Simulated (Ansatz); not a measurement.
Input for Ansatz (development build ahead of 0.2.0):

```yaml
crystal:
  periodic: [false, false, false]
  atoms:
    - { symbol: Ti, position_ang: [0.0, 0.0, -0.45746] }
    - { symbol: O, position_ang: [0.0, 0.0, 1.25802] }
basis:
  gaussian: { orbitals: cc-pVDZ }
magnetization:
  spin_polarized: true
  initial_magnetization: 2
hamiltonian:
  xc: hf
```

The input is written out in the form of the current development build from the run's settings.

The run gave:

```json
{
  "Converged": "yes",
  "Total energy": "-923.28829 hartree",
  "Spin squared of the determinant": "2.577"
}
```

Caution: the unrestricted determinant is spin contaminated.
